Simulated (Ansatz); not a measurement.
Born–Oppenheimer molecular dynamics of CH₅FOSi (9 atoms, charge 0, multiplicity 1). It starts from a relaxed structure.

The calculation used RKS BLYP/def2-SVP in Ansatz.

```json
{
  "ensemble": "NVE (velocity Verlet)",
  "time step": "0.5 fs",
  "steps asked": "100",
  "starting velocities drawn for": "400 K",
  "masses": "H 10 u",
  "seed": "835728"
}
```

First frame:

```xyz
9
Properties=species:S:1:pos:R:3
Si -0.002 -0.060 0.108
H -0.385 0.378 1.478
O 1.595 -0.518 0.202
C 2.334 -1.185 -0.824
H 1.738 -1.986 -1.318
H 2.675 -0.470 -1.605
H 3.229 -1.652 -0.365
F -0.194 1.210 -0.914
H -0.842 -1.173 -0.438
```

(1) What does the run give?

(2) What happens to the structure?

(3) How do temperature and energy run in time?

Answers

(1) The run went to its last step.

* steps done: 100
* time covered: 50 fs
* mean temperature over the second half: 209 K
* spread of the potential energy over the second half: 6.2 meV per atom
* mean potential energy of the second half above the start: 19.2 meV per atom

The conserved energy stayed within 0.056 meV per atom of its start (net change 0.028 meV per atom), so the integration is sound. A run of 0.05 ps of so small a system gives no equilibrium averages.

(2) The same pairs are bonded in the first frame and the last. Pairs count as bonded within 1.25 times the sum of covalent radii (0.12 Å more for H–H). This is one draw of velocities; another would differ in detail.

(3) 
```
time (fs)  T (K)  potential energy less start (eV)  conserved less start (meV/atom)
        0    400                             0.000                             0.00
        4    264                             0.123                             0.04
        8    153                             0.224                             0.05
       12    160                             0.217                             0.02
       16     94                             0.277                             0.04
       20    110                             0.263                             0.05
       24    238                             0.146                             0.02
       28    252                             0.135                             0.03
       32    238                             0.147                             0.04
       36    291                             0.099                             0.01
       40    201                             0.181                             0.03
       44    111                             0.262                             0.05
       48    144                             0.232                             0.03
```

The run took 96 s on 1 thread of AMD EPYC 9R45 96-Core Processor (Zen 5), on a shared host, peak memory 0.13 GiB.
